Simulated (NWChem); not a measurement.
System: ZrNHCl2; SMILES [NH]=[Zr]([Cl])[Cl]

Here is an NWChem input.

```
start job
memory heap 200 mb stack 900 mb global 1100 mb
geometry units angstroms noautoz
  Zr    -0.185223     0.000700    -0.000074
  N     -1.548155     0.002576    -1.158622
  H     -2.253402     0.004050    -1.891736
  Cl     0.961447     2.089549     0.075490
  Cl     0.957723    -2.090288     0.072890
end
basis spherical
  Zr library sto-3g
  N library sto-3g
  H library sto-3g
  Cl library sto-3g
end
dft
  xc hfexch
  iterations 150
  mulliken
end
task dft energy
```

The geometry was optimised at PBE0/def2-SVP (def2 core potentials past Kr).

Task: Predict the main results of this run. (Hartree-Fock/STO-3G, non-relativistic.) Quantities: basis functions; energy (Ha); highest occupied level (eV); orbital gap (eV); dipole (D).

Result: 
| Item | Value |
|---|---|
| number of basis functions | 51 |
| energy (Ha) | -4466.78 |
| highest occupied level (eV) | -8.12 |
| orbital gap (eV) | 11.54 |
| dipole (D) | 3.72 |
